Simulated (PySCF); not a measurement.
C₂H₇FSeSi, SMILES C[Si](C)(F)[SeH].

The structure is a stationary point at B3LYP-D3(BJ)/def2-SVP. One conformer was computed; it need not be the lowest.

Vertical ionisation energy (IE) and electron affinity (EA) in eV. Rows of orbital energies are one-electron estimates. Where ΔSCF, EOM or ADC give a negative EA the extra electron is unbound and the value depends on the basis.

```
level                                           IE    EA
--------------------------------------------  ----  ----
−ε(HOMO), −ε(LUMO), r2SCAN/def2-TZVP (PySCF)  6.09  0.58
−ε(HOMO), −ε(LUMO), PBE/def2-TZVP (PySCF)     5.81  0.89
```
